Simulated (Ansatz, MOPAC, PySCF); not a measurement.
Dimer: HCl (SMILES Cl) (first 2 atoms) with PH3 (SMILES P); geometry from B3LYP-D3(BJ)/def2-TZVP, rigid monomers moved along the line of their centres of mass till Cl1···P3 is 4.24 Å.
(charge 0, multiplicity 1):
```
atom    x (Å)    y (Å)    z (Å)
----  -------  -------  -------
Cl     0.4362  -0.6161  -0.3437
H      0.2439   0.3609  -1.1517
P     -0.0201   0.1612   3.8034
H     -0.2814   0.9087   4.9821
H      0.8336   1.1525   3.2576
H     -1.1671   0.6528   3.1311
```

Interaction energies are E(AB) − E(A) − E(B) at the monomers' geometry in the complex; basis-set methods are counterpoise corrected. Rows marked so take none.

Frozen-core correlation. Rows in 3-21G, 6-31G* carry no dispersion term and start afresh at each structure (6-31G* with six Cartesian d functions). The state that AM1, PM6 reach isn't checked.

Programs: Ansatz (Gaussian orbitals); MOPAC for AM1, PM6 (differences of heats of formation); PySCF for 3-21G rows, 6-31G* rows, the dispersion terms. Each number belongs to the level named beside it.

```
level                          interaction energy (kcal/mol)
-----------------------------  -----------------------------
AM1                                                     0.30
PM6                                                     0.15
HF/3-21G (no counterpoise)                             -0.15
HF/6-31G* (no counterpoise)                            -0.07
B3LYP/3-21G (no counterpoise)                          -0.12
B3LYP-D3(BJ)/def2-TZVPPD                               -0.61
PBE0-D3(BJ)/def2-TZVPPD                                -0.70
SCS-MP2/aug-cc-pV(T+d)Z                                  ___
CCSD(T)/aug-cc-pV(T+d)Z                                  ___
```

Problem. Fill in the missing entries.

Solution. 
- SCS-MP2/aug-cc-pV(T+d)Z, interaction energy (kcal/mol): -0.48
- CCSD(T)/aug-cc-pV(T+d)Z, interaction energy (kcal/mol): -0.56

Ansatz is a quantum-chemistry and plane-wave program.
